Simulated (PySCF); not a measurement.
# Energy profile

The step: HO₂ ([O][OH]) + H₂ → H₂O₂ ([OH][OH]) + H; bonds formed: H1–O3; bonds broken: H1–H2 (atoms numbered as in the saddle structure below).

```xyz
5
angstrom
H -0.1719 -0.6681 0.5269
H 0.3741 -1.2037 1.2675
O -0.6762 -0.1677 -0.2926
O -0.0758 1.0786 -0.3868
H 0.5498 0.9609 -1.1150
```

Electronic energies by CCSD(T) at an estimated basis limit (MP2 extrapolated from triple and quadruple zeta, plus CCSD(T) − MP2 in triple zeta), on PBE0-D4/def2-TZVP structures; H3O2, doublet; no counterpoise correction; spin–orbit coupling, which lowers free halogen atoms and radicals such as OH and SH, is left out. Computed with PySCF 2.14 with density fitting (its default auxiliary sets; JK sets also for MP2 and CCSD(T)) (basis: def2-TZVPP and def2-QZVPP); correlated methods freeze the cores; orbitals are unrestricted. Extrapolation: Hartree–Fock as exp(−7.88 √X), correlation as X^−2.97.

Give the profile in kcal/mol, counted from the separated reactants. (Judge from chemistry; the value comes from the calculation.)

Computed:
| point | kcal/mol |
| --- | --- |
| separated: H2 (H1, H2; singlet) + HO2 (linked as [O][OH]; O3, O4, H5; doublet) | 0.00 |
| start structure | -0.50 |
| saddle | 23.37 |
| end structure | 14.09 |
| separated: H2O2 (linked as [OH][OH]; H1, O3, O4, H5; singlet) + H (H2; doublet) | 14.35 |

The T1 diagnostic stays at or below 0.032. ⟨S²⟩ of the unrestricted Hartree–Fock references: 0.75 to 0.78 (a pure state has 0.75).

For scale, one of the runs: CCSD(T)/def2-TZVPP, 104 basis functions, launched by `OMP_NUM_THREADS=4 python run.py`. Hardware: 4 CPU threads of a Oxide Virtual Turin-like, shared host. Wall time about 89 s.
